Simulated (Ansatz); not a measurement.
Basis-set extrapolation for `F[SiH2]C[SiH3]` (PBE0-D4/def2-TZVP geometry, frozen core, Ansatz 0.2.0). Multiplicity 1, RHF reference.

|  | def2-TZVPP | def2-QZVPP |
| --- | --- | --- |
| HF | -719.407347 | -719.432643 |
| MP2 correlation | -0.680488 | -0.734887 |
| CCSD(T) correlation | -0.753606 | not run |

Energies in hartree. Use E(X) = E(∞) + A·exp(−7.88·√X) for Hartree–Fock and E(X) = E(∞) + B·X^(−2.97) for correlation, with X = 3 and 4, and add CCSD(T) minus MP2 of the smaller set to the MP2 limit.

**Question.** What is the CCSD(T) energy at the basis-set limit?

**Answer.** HF limit: -719.432643 + (-0.025296) × 0.13774 = -719.43613. MP2 limit: -0.734887 + (-0.054399) × 0.74074 = -0.77518. Higher-order term: -0.753606 − (-0.680488) = -0.07312. Total: -720.28443 hartree, 324.2 kJ/mol below CCSD(T)/def2-TZVPP.
